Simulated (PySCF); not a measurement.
## Working out the excitation energy of Sb

Sb [Kr] 4d10 5s2 5p3 (4S) → Sb [Kr] 4d10 5s1 5p3 6s1 (6S). Calculation: PySCF 2.14, in aug-cc-pwCVDZ-PP with ECP28MDF; a scalar-relativistic core potential. Frozen: 4s2 4p6 4d10. Energies in hartree (1 hartree = 27.21139 eV):

| part | Sb (lower) | Sb (upper) |
| --- | --- | --- |
| UHF | -239.273470 | -238.913118 |
| CCSD correlation | -0.064435 | -0.027735 |
| (T) | -0.001180 | -0.000286 |

What does Hartree-Fock give?

(-238.913118) − (-239.273470) = 0.360352 hartree = 9.806 eV.

What do CCSD and CCSD(T) give?

The CCSD correlation energies differ by 0.036700 hartree = 0.999 eV and the triples by 0.000894 hartree = 0.024 eV, so CCSD gives 10.805 eV and CCSD(T) 10.829 eV.

The upper state lies above the first ionisation limit, but in LS coupling its spin forbids autoionisation to the ground ion; at this Z spin-orbit coupling breaks that rule. A Rydberg-like electron needs more diffuse functions than a valence basis has.

A double-zeta basis recovers only part of the correlation energy.
